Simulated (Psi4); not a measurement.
AuCl (SMILES [Cl][Au]), singlet, geometry from GFN2-xTB (such geometries of metal compounds can be far from the true shape) (core potentials on Au); PBE/def2-TZVPD (Psi4).

Psi4 was given this input:
```
memory 2 GB

molecule {
0 1
Au   -0.00000000   -0.00000000   -0.39614556
Cl    0.00000000    0.00000000    1.84091171
}

set {
  basis def2-tzvpd
}

energy('pbe')
print_variables()
```

It wrote (shortened):

```
   => Loading Basis Set <=

    Name: DEF2-TZVPD
    Role: ORBITAL
    Keyword: BASIS

    !!!  WARNING: ECP capability is in beta. Please check occupations closely.  !!!

         ---------------------------------------------------------
                                   SCF
               by Justin Turney, Rob Parrish, Andy Simmonett
                          and Daniel G. A. Smith
                              RKS Reference
         ---------------------------------------------------------

  ==> Geometry <==

    Molecular point group: c2v
    Full point group: C_inf_v

    Geometry (in Angstrom), charge = 0, multiplicity = 1:

       Center              X                  Y                   Z               Mass
    ------------   -----------------  -----------------  -----------------  -----------------
         AU           0.000000000000     0.000000000000    -0.337280634495   196.966568790000
         CL           0.000000000000     0.000000000000     1.899776635505    34.968852682000

  Running in c2v symmetry.

  Rotational constants: A = ************  B =      0.11343  C =      0.11343 [cm^-1]
  Rotational constants: A = ************  B =   3400.60486  C =   3400.60486 [MHz]
  Nuclear repulsion =   76.405839644154469

  Charge       = 0
  Multiplicity = 1
  Electrons    = 36
  Nalpha       = 18
  Nbeta        = 18

  ==> Algorithm <==

  SCF Algorithm Type is DF.
  DIIS enabled.
  MOM disabled.
  Fractional occupation disabled.
  Guess Type is SAD.
  Energy threshold   = 1.00e-06
  Density threshold  = 1.00e-06
  Integral threshold = 1.00e-12

  ==> Primary Basis <==

  Basis Set: DEF2-TZVPD
    Blend: DEF2-TZVPD
    Number of shells: 31
    Number of basis functions: 89
    Number of Cartesian functions: 101
    Spherical Harmonics?: true
    Max angular momentum: 3

  Core potential: DEF2-TZVPD
    Number of shells: 4
    Number of ECP primitives: 14
    Number of ECP core electrons: 60
    Max angular momentum: 3

  ==> DFT Potential <==

   => LibXC <=

    Version 7.1.2
    S. Lehtola, C. Steigemann, M. J. T. Oliveira, and M. A. L. Marques,  SoftwareX 7, 1–5 (2018) (10.1016/j.softx.2017.11.002)

   => Composite Functional: PBE <=

    PBE GGA Exchange-Correlation Functional

    J.P. Perdew et. al., Phys. Rev. Lett., 77(18), 3865-3868, 1996

    Deriv               =              1
    GGA                 =           TRUE
    Meta                =          FALSE

    Exchange Hybrid     =          FALSE
[...]
   @DF-RKS iter   6:  -595.81587013281967   -3.99880e-04   1.38534e-04 DIIS/ADIIS
   @DF-RKS iter   7:  -595.81589395956939   -2.38267e-05   5.34334e-05 DIIS
   @DF-RKS iter   8:  -595.81589902222709   -5.06266e-06   1.17736e-05 DIIS
   @DF-RKS iter   9:  -595.81589924421939   -2.21992e-07   2.69254e-06 DIIS
   @DF-RKS iter  10:  -595.81589925380501   -9.58562e-09   8.74103e-08 DIIS
  Energy and wave function converged.

  ==> Post-Iterations <==

   Electrons on quadrature grid:
      Ntotal   =   36.0000009850 ; deviation = 9.850e-07

    Orbital Energies [Eh]
    ---------------------

    Doubly Occupied:

[...]
    Virtual:

[...]
    Final Occupation by Irrep:
             A1    A2    B1    B2
    DOCC [     9,    1,    4,    4 ]
    NA   [     9,    1,    4,    4 ]
    NB   [     9,    1,    4,    4 ]

  @DF-RKS Final Energy:  -595.81589925380501

   => Energetics <=

    Nuclear Repulsion Energy =             76.4058396441544687
    One-Electron Energy =               -1026.2834603343794697
    Two-Electron Energy =                 394.9767259414795717
    DFT Exchange-Correlation Energy =     -40.9150045050595068
    Empirical Dispersion Energy =           0.0000000000000000
    VV10 Nonlocal Energy =                  0.0000000000000000
    Total Energy =                       -595.8158992538050143

Computation Completed

Properties will be evaluated at   0.000000,   0.000000,   0.000000 [a0]

Properties computed using the SCF density matrix

 Multipole Moments:

 ------------------------------------------------------------------------------------
     Multipole            Electronic (a.u.)      Nuclear  (a.u.)        Total (a.u.)
 ------------------------------------------------------------------------------------

 L = 1.  Multiply by 2.5417464519 to convert [e a0] to [Debye]
 Dipole X            :          0.0000000            0.0000000            0.0000000
 Dipole Y            :          0.0000000            0.0000000            0.0000000
 Dipole Z            :        -50.2175028           48.9209857           -1.2965171
 Magnitude           :                                                    1.2965171

 ------------------------------------------------------------------------------------

  Variable Map:
  ----------------------------------------------------------------------------
[...]
  Array Variable Map:
  ----------------------------------------------------------------------------
[...]
[...]
```
